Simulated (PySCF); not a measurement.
## Dipole moment and polarisability of `F[C@H]1C[CH2][GeH2][CH2]1`

Compound: C4H9FGe.
Cartesian coordinates in Å at the PBE0-D3(BJ)/def2-SVP level; atoms count from 1:
```
atom  x, y, z in Å
F1    -0.002   -0.822   -1.979
C2     0.206   -1.039   -0.623
C3     1.045    0.117   -0.091
C4     0.244    1.422   -0.184
Ge5   -1.612    0.855    0.176
C6    -1.153   -1.063    0.061
H7     0.740   -2.001   -0.529
H8     1.306   -0.106    0.958
H9     1.992    0.171   -0.651
H10    0.606    2.190    0.513
H11    0.299    1.840   -1.201
H12   -2.116    1.247    1.580
H13   -2.628    1.330   -0.877
H14   -1.863   -1.679   -0.507
H15   -1.066   -1.484    1.074
```

Level: B3LYP/def2-SVPD (PySCF), static field, nuclei fixed, core orbitals frozen in the response. The polarisability tensor in these axes (au):

```
x   83.74 -4.16 -3.10
y   -4.16 79.02  1.69
z   -3.10  1.69 70.26
```

**Question.** Give the principal values, the mean and the anisotropy Δα = √{½[(α1 − α2)² + (α2 − α3)² + (α1 − α3)²]}.

**Answer.** Principal values 69.51, 76.60 and 86.90 au; mean 77.67 au = 11.51 Å³ = 12.81 × 10⁻⁴⁰ C²·m²/J; Δα = 15.15 au (20 % of the mean).

**Question.** What is the dipole moment, and where does it point?

**Answer.** (0.64, -0.25, 1.64) D, 1.78 D in size, pointing from the negative to the positive side. Measured along this direction, the outermost atoms are H13 at the negative end and H8 at the positive end.

**Question.** How large is μ²/3kT at 400 K beside α?

**Answer.** In Gaussian units μ²/3kT = 19.10 Å³ against 11.51 Å³, a ratio of 1.66; the Debye molar polarisation (4π/3)N_A(α + μ²/3kT) is 77.2 cm³/mol, leaving out the vibrational part.

**Question.** Molar refractivity from α?

**Answer.** Lorentz–Lorenz: R = (4π/3)N_A α = 2.5225 cm³/(mol·Å³) × 11.51 Å³ = 29.0 cm³/mol, in the limit of long wavelengths.

**Question.** Directions of the eigenvectors, and the extent of the frame along each?

**Answer.** Largest value along (0.85, -0.49, -0.21), where the nuclei span 4.47 Å; middle along (0.50, 0.87, -0.01), 4.57 Å; least along (0.19, -0.09, 0.98), 3.05 Å. 

Isolated species at its PBE0-D3(BJ)/def2-SVP geometry (one conformer only). The calculation is non-relativistic, for germanium too.

These values come from a run that also computed excited states and ΔSCF ions. On one thread of an Arm Neoverse N1 (shared host), this took 6.6 min wall and 1.1 GiB of memory at its peak.
